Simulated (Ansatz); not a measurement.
Computed with Ansatz on PBE0-D4/def2-TZVP structures; ΔE is electronic, products minus reactants. CCSD(T)/CBS adds triple-zeta CCSD(T) − MP2 to the extrapolated MP2 energy (def2 sets, frozen cores). This one scheme is used for every species. DFT in def2-TZVPP. B3LYP here is the variant with VWN-RPA as its local correlation; programs differ in this. Each species was taken in one conformer, which may not be the lowest.

Consider the redistribution: `C[CH]([SiH3])[AlH][AlH2]` + `N[SiH](F)F` → `F[SiH](F)[AlH2]` + `C[CH]([SiH3])[AlH][NH2]`.

`C[CH]([SiH3])[AlH][AlH2]`:

```xyz
15

C    -0.817    1.141   -0.770
C     0.241    0.865    0.308
Si    1.964    0.829   -0.419
Al   -0.054   -0.794    1.327
Al   -1.778   -2.545    0.496
H    -1.828    1.196   -0.354
H    -0.828    0.351   -1.529
H    -0.636    2.082   -1.300
H     0.260    1.675    1.052
H     2.143   -0.393   -1.259
H     2.214    2.006   -1.300
H     2.998    0.800    0.651
H     0.816   -0.985    2.655
H    -3.306   -2.513    0.959
H    -1.387   -3.716   -0.516
```

`N[SiH](F)F`:

```xyz
7

N    -0.546   -0.338    0.833
Si    0.394    0.134   -0.482
F     0.039   -0.810   -1.706
F     0.105    1.605   -1.013
H    -0.295   -0.090    1.774
H    -1.522   -0.569    0.746
H     1.825    0.068   -0.152
```

`F[SiH](F)[AlH2]`:

Z-matrix (Å, degrees):
```
Si
F 1 1.601
Al 1 2.481 2 109.3
F 1 1.601 2 106.6 3 118.0
H 1 1.487 2 105.9 3 -129.4
H 3 1.587 1 119.9 2 -122.3
H 3 1.585 1 119.5 2 57.7
```

`C[CH]([SiH3])[AlH][NH2]`:

Cartesian coordinates in Å:
```
C 1.247 0.552 -0.794
C 0.616 -0.228 0.370
Si 0.280 0.882 1.834
Al -0.996 -1.220 -0.135
N -1.682 -0.939 -1.740
H 0.574 1.334 -1.159
H 2.179 1.048 -0.503
H 1.479 -0.093 -1.646
H 1.319 -0.987 0.745
H -0.736 1.915 1.476
H -0.250 0.102 2.987
H 1.508 1.603 2.279
H -1.716 -2.271 0.808
H -2.508 -1.393 -2.095
H -1.313 -0.304 -2.429
```

```csv
level,ΔE (kJ/mol),difference from CCSD(T)/CBS
r2SCAN-D4,-5.6,-2.0
PBE0-D4,-1.1,2.5
B3LYP-D4,-10.5,-6.9
B2PLYP,-8.3,-4.7
PBE,-8.0,-4.4
r2SCAN,-5.7,-2.1
PBE0,-1.3,2.3
B3LYP,-10.9,-7.3
HF/def2-TZVPP,4.2,7.8
MP2/def2-TZVPP,-4.1,-0.5
SCS-MP2/def2-TZVPP,-4.8,-1.2
CCSD(T)/def2-TZVPP,-1.1,2.5
HF/def2-QZVPP,3.5,7.1
MP2/def2-QZVPP,-5.8,-2.2
SCS-MP2/def2-QZVPP,-6.5,-2.9
CCSD/CBS(def2),-2.7,0.9
CCSD(T)/CBS,-3.6,0
```

Largest T1 diagnostic among the species: 0.012.

From PBE to PBE0 (25 % exact exchange), in def2-TZVPP and without D4, ΔE moves by +6.7 kJ/mol. In def2-TZVPP, CCSD(T) changes the Hartree–Fock value by −5.3 kJ/mol (the triples alone add −0.9 kJ/mol) and MP2 by −8.4 kJ/mol.
